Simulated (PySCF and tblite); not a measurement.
The numbers below are computed, except where a source is named.
tetrahydropyran-4-one, C5H8O2, numbered as in [O:1]=[C:2]1[CH2:3][CH2:4][O:5][CH2:6][CH2:7]1.

The ensemble was built from 60 distance-geometry starts (ETKDG and KDG, MMFF94s, GFN2-xTB) and rests on GFN2-xTB geometries. Free energies are PBE0-D3(BJ)/pcSseg-1 (IEF-PCM, chloroform) single points with GFN2-xTB rigid-rotor and vibrational terms (modes under about 100 cm⁻¹ blended into free rotors). Symmetry numbers and mirror images are counted. Conformers within 3 kcal/mol (GFN2-xTB free energy) were kept, 5 at most. GIAO shieldings: PBE0/pcSseg-1 (IEF-PCM, chloroform). Shifts are against TMS (¹H), TMS (¹³C) at the same level. Run with PySCF (density fitting) and tblite.

(1) List the conformer-averaged shifts at 298.15 K.

(2) How do the conformers differ?

Shifts are unscaled: against experiment ¹³C can be off by 15 ppm or more and ¹H by 0.8 ppm.

Results:

(1) ¹H: 4.21 (H4/H6, 4H), 2.45 (H3/H7, 4H) ppm. ¹³C: 216.9 (C2), 74.2 (C4/C6), 48.7 (C3/C7) ppm.

(2) The 6-ring runs over atoms 2–3–4–5–6–7. Of a mirror pair one member is shown.
| conformer | shape | weight % |
| --- | --- | --- |
| 1 | 6-ring chair | 99.7 |
| 2 | 6-ring twist-boat (ring torsions 60, -29, -30, 60, -27, -27°) | 0.3 |

```tsv
signal	1	2	average
H3/H7	2.45	2.68	2.45
H4/H6	4.21	4.38	4.21
C2	216.9	219.3	216.9
C3/C7	48.8	44.0	48.7
C4/C6	74.2	65.4	74.2
```


Conformer gaps in pcSseg-1 on xTB geometries can be 2 kcal/mol off for S=O, P=O and other polar bonds.